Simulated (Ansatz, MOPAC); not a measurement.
System: GaCl2, net charge 0, doublet state. SMILES: [Ga]([Cl])[Cl]

Atoms: Ga1, Cl2, Cl3. Bonds: Ga1-Cl2, Ga1-Cl3.

Bond lengths (Å) and angles (degrees) optimised at PM3 with MOPAC; PM6 with MOPAC; HF/3-21G with Ansatz (a first-principles code); PBE/6-31G* with LANL2DZ past Ar with Ansatz; B3LYP/6-31G* with LANL2DZ past Ar with Ansatz; MP2/6-31G* with LANL2DZ past Ar with Ansatz, each started from the B3LYP-D3(BJ)/def2-TZVP structure (Ansatz) of the last column. A row stands for all coordinates that are equal there. 6-31G* holds six Cartesian d functions. No wavenumbers were computed at PBE/6-31G* with LANL2DZ past Ar, MP2/6-31G* with LANL2DZ past Ar, so these may be saddle points.

| coordinate | PM3 | PM6 | HF/3-21G | PBE/6-31G* with LANL2DZ past Ar | B3LYP/6-31G* with LANL2DZ past Ar | MP2/6-31G* with LANL2DZ past Ar | B3LYP-D3(BJ)/def2-TZVP |
|---|---|---|---|---|---|---|---|
| Ga1-Cl2 | 2.259 | 2.121 | 2.237 | 2.205 | 2.196 | 2.181 | 2.185 |
| Cl2-Ga1-Cl3 | 142.1 | 130.7 | 117.4 | 118.8 | 118.8 | 117.8 | 119.1 |

Mean signed difference of all 2 bond lengths from B3LYP-D3(BJ)/def2-TZVP: PM3 0.075 Å, PM6 -0.063 Å, HF/3-21G 0.053 Å, PBE/6-31G* with LANL2DZ past Ar 0.021 Å, B3LYP/6-31G* with LANL2DZ past Ar 0.012 Å, MP2/6-31G* with LANL2DZ past Ar -0.003 Å.
